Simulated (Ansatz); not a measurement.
**Abstraction of Cl: C4H9Cl + GeH3 → C4H9 + GeH3Cl**

Species: C4H9Cl (2-chloro-2-methylpropane) `CC(C)(C)Cl`, singlet; GeH3 `[GeH3]`, doublet; C4H9 (tert-butyl radical) `C[C](C)C`, doublet; GeH3Cl (chlorogermane) `[Cl][GeH3]`, singlet. A radical takes Cl: the energy is the difference in strength between the C–Cl bond broken and the Ge–Cl bond made.

Shapes, held fixed at every level: PBE0-D4/def2-TZVP. Programs: Ansatz 0.2.0. The zero-point and thermal change to 298 K, harmonic and unscaled (PBE0-D4/def2-TZVP), is -2.8 kJ/mol.

| level | kind | ΔH(298 K) (kJ/mol) | less CCSD(T)/def2-TZVPP |
| --- | --- | --- | --- |
| HF/def2-SVP | Hartree–Fock | -91.4 | -41.6 |
| HF/def2-TZVPP | Hartree–Fock | -91.3 | -41.5 |
| PBE-D4/def2-TZVPP | GGA | -57.9 | -8.1 |
| r2SCAN-D4/def2-TZVPP | meta-GGA | -67.3 | -17.5 |
| wB97M-V/def2-TZVPP | range-separated hybrid | -50.7 | -0.9 |
| CCSD/def2-TZVPP | coupled cluster or CI | -56.6 | -6.8 |
| CCSD(T)/def2-TZVPP | coupled cluster or CI | -49.8 | 0.0 |

The highest level, CCSD(T)/def2-TZVPP, gives ΔH(298 K) = -49.8 kJ/mol; the levels span -91.4 to -49.8. The column of differences is taken from that level and isn't an error. No measured value is set beside it here. Open shells run unrestricted. Relativity is left out for Ge. Outer-core shells of Ge are correlated, in sets that cover them unevenly.
